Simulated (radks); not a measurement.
Initial-state core-level shifts of the dysprosium ion Dy3+ when its valence configuration changes from [Xe] 4f9. All-electron calculation, scalar-relativistic Kohn-Sham, SCAN, spin-polarised, spherical densities, finite nucleus; open shells are filled with parallel spins first (spin-orbit coupling, left out, can overturn this in heavy ions); meta-GGA in the generalised Kohn-Sham scheme; Fermi nuclear charge, rms radius 5.2218 fm. Program: a radial shooting solver on a logarithmic mesh with Libxc functionals. Shifts are changes of the shell-averaged eigenvalues in eV (positive: less bound); the change of the density at the nucleus, which sets a Mossbauer isomer shift, is in e/bohr^3, on a base of 7.773e+05.

\begin{tabular}{lrrrrr}
valence & 2s & 3d & 4s & 5s & density at nucleus \\ \hline
4f8 5d1 & -8.312 & -9.253 & -8.740 & -4.001 & +36.12 \\
4f8 6p1 & -12.968 & -13.823 & -13.273 & -8.307 & +42.68 \\
4f8.5 6p0.5 & -6.337 & -6.743 & -6.509 & -4.152 & +20.38 \\
4f7 5d2 & -17.392 & -19.433 & -18.120 & -8.034 & +76.26 \\
4f7 6p2 & -27.120 & -28.984 & -27.526 & -16.651 & +92.89 \\
\end{tabular}
